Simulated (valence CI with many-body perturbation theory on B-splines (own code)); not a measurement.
Level structure of Pd¹³⁺

Calculated by valence CI with perturbative core correlation (CI+MBPT): five valence electrons over a frozen Dirac-Fock core [Ar] 3d10, radial functions for each j: 9 s, 9 p, 8 d, 6 f, 3 g, 1 h, with the one-electron correlation potential Σ1, the two-electron term Σ2, the three-electron term Σ3, Breit, model QED; selected CI, second order for the rest (own B-spline code, finite nucleus).

No measured levels were compared; by estimate levels hold to about 250 cm⁻¹ or 0.2 % of their energy and the worst to 1 %, as in measured heavy ions of charge 2 to 7; those with d or f electrons hold less well. Among the levels kept, up to 360 cm⁻¹ of a level comes from second order outside the variational space, and about a tenth of that is noise between levels of different J, which matters for small intervals.

Levels 1 to 45 of 48, with energies above the lowest level, 4s2 4p3 4S°_3/2. "Leading %" is the weight of the configuration and term that name the level; weights of strongly mixed levels are sums over their largest components and can fall short. Lifetimes count E1, E2, E3, M1 and M2 decay at the calculated energies, and are blank where another channel may lead or the interval is too uncertain; long ones can be off by a factor of two.

```csv
No.,Configuration,Term,J,E (cm⁻¹),Leading %,Second component,Lifetime
1,4s2 4p3,4S°,3/2,0,65,22 % 4s2 4p3 2P°,
2,4s2 4p3,2D°,3/2,40167,63,25 % 4s2 4p3 4S°,904 μs
3,4s2 4p3,2D°,5/2,54968,98,,4.77 ms
4,4s2 4p3,2P°,1/2,79370,97,,451 μs
5,4s2 4p3,2P°,3/2,113320,64,25 % 4s2 4p3 2D°,178 μs
6,4s 4p4,4P,5/2,305240,86,7 % 4s 4p4 2D,254 ps
7,4s 4p4,4P,3/2,333190,83,6 % 4s 4p4 2D,166 ps
8,4s 4p4,4P,1/2,338830,79,13 % 4s 4p4 2S,153 ps
9,4s 4p4,2D,3/2,376560,69,9 % 4s 4p4 4P,84.5 ps
10,4s 4p4,2D,5/2,388050,78,10 % 4s2 4p2 4d 2D,118 ps
11,4s 4p4,2S,1/2,424680,46,30 % 4s 4p4 2P,36.2 ps
12,4s 4p4,2P,3/2,432280,59,25 % 4s2 4p2 4d 2P,33.1 ps
13,4s2 4p2 4d,4F,3/2,467470,72,10 % 4s2 4p2 4d 4D,145 ps
14,4s 4p4,2P,1/2,475100,36,29 % 4s 4p4 2S,44.2 ps
15,4s2 4p2 4d,4F,5/2,480000,58,25 % 4s2 4p2 4d 4D,177 ps
16,4s2 4p2 4d,2F,5/2,497690,65,23 % 4s2 4p2 4d 4F,724 ps
17,4s2 4p2 4d,4F,7/2,502000,80,14 % 4s2 4p2 4d 4D,3.44 ns
18,4s2 4p2 4d,4D,1/2,505730,87,7 % 4s 4p4 2P,89.5 ps
19,4s2 4p2 4d,4D,3/2,507390,68,16 % 4s2 4p2 4d 4F,62.6 ps
20,4s2 4p2 4d,2F,7/2,508560,50,37 % 4s2 4p2 4d 4D,3.96 ns
21,4s2 4p2 4d,4F,9/2,517300,75,23 % 4s2 4p2 4d 2G,
22,4s2 4p2 4d,4D,5/2,523090,50,26 % 4s2 4p2 4d 2F,80.2 ps
23,4s2 4p2 4d,2P,3/2,538310,56,18 % 4s 4p4 2P,11.0 ps
24,4s2 4p2 4d,2G,7/2,547460,44,28 % 4s2 4p2 4d 4D,193 ps
25,4s2 4p2 4d,4P,5/2,561160,69,15 % 4s2 4p2 4d 2D,5.57 ps
26,4s2 4p2 4d,2F,7/2,561860,40,38 % 4s2 4p2 4d 2G,284 ps
27,4s2 4p2 4d,4P,3/2,566060,51,20 % 4s2 4p2 4d 2P,6.48 ps
28,4s2 4p2 4d,4P,1/2,566360,37,36 % 4s2 4p2 4d 2P,6.98 ps
29,4s2 4p2 4d,2G,9/2,571850,75,23 % 4s2 4p2 4d 4F,417 μs
30,4s2 4p2 4d,2D,3/2,578510,67,19 % 4s2 4p2 4d 4P,16.6 ps
31,4s2 4p2 4d,2P,1/2,581490,37,37 % 4s2 4p2 4d 4P,6.34 ps
32,4s2 4p2 4d,2D,5/2,594790,76,7 % 4s2 4p2 4d 2F,6.05 ps
33,4s2 4p2 4d,2D,3/2,605970,66,12 % 4s2 4p2 4d 4P,5.74 ps
34,4s2 4p2 4d,2P,1/2,608280,77,16 % 4s2 4p2 4d 2S,7.91 ps
35,4s2 4p2 4d,2D,5/2,614730,46,38 % 4s2 4p2 4d 2F,6.40 ps
36,4s2 4p2 4d,2D,5/2,619780,73,11 % 4s2 4p2 4d 2F,11.4 ps
37,4s2 4p2 4d,2F,7/2,635470,92,,4.03 ps
38,4s2 4p2 4d,2S,1/2,635760,57,14 % 4s2 4p2 4d 4P,6.73 ps
39,4s2 4p2 4d,2P,3/2,637680,72,12 % 4s2 4p2 4d 2D,6.75 ps
40,4s2 4p2 4d,2D,3/2,662760,89,,5.02 ps
41,4s2 4p2 4d,2D,5/2,668170,60,33 % 4s2 4p2 4d 2F,4.52 ps
42,4p5,2P°,3/2,696450,72,21 % 4s 4p3 4d 2P°,50.1 ps
43,4s 4p3 4d,6D°,1/2,729330,91,6 % 4s 4p3 4d 4P°,1.15 ns
44,4s 4p3 4d,6D°,3/2,730390,91,,798 ps
45,4s 4p3 4d,6D°,5/2,731210,88,4 % 4s 4p3 4d 4D°,992 ps
```

Names give the largest LS component (configuration and term), which can be under half, so a name can repeat, a term be missing and a line seem to break the LS rules; names also repeat where a configuration has a term twice.

The ionisation energy to 4s2 4p2 3P_0 of the next ion comes out as 312.73 eV (NIST: 311 ± 3 eV (theoretical)). All 48 levels together are meant to be complete up to 762060 cm⁻¹.
